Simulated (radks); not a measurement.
The numbers below are computed, except where a source is named.
Ionisation of the antimony ion Sb49+, [He], to Sb50+, 1s1, under several functionals. Dirac Kohn-Sham, spin-unpolarised, spherical densities, finite nucleus; a radial shooting solver on a logarithmic mesh with Libxc functionals.

functional,E(Sb49+) (hartree),Exc (hartree),IE (eV),-e(HOMO) (eV),<r> HOMO (bohr),IE error (eV)
XLYP,-2664.35723,-33.54992,35870,35463,0.02824,+159.8
"LDA (Slater exchange, Perdew-Wang correlation)",-2659.83426,-28.99769,35814,35411,0.02826,+104.5
RPBE,-2664.30681,-33.49907,35867,35460,0.02824,+157.4
exchange-only PBE,-2663.69445,-32.88268,35861,35455,0.02824,+151.3
PBE,-2663.74006,-32.92835,35862,35456,0.02824,+152.1
SOGGA,-2662.20170,-31.38038,35842,35437,0.02825,+132.3
exchange-only B88,-2664.09526,-33.28668,35865,35459,0.02824,+155.3
"LDA (Slater exchange, VWN5 correlation)",-2659.83488,-28.99831,35814,35411,0.02826,+104.5
exchange-only LDA,-2659.53311,-28.69614,35810,35407,0.02826,+100.2

NIST Atomic Spectra Database: 35710.0 eV (theoretical). Closest: exchange-only LDA. The Delta-SCF values span 59.65 eV, the total energies 4.82 hartree. The highest occupied level is 1s1/2. Spin polarisation and multiplet splitting are left out, so open shells lie too high by an amount that depends on their filling.

Beside tabulated values, note that spin-unpolarised runs miss the spin-polarisation part of the exchange energy of open shells.
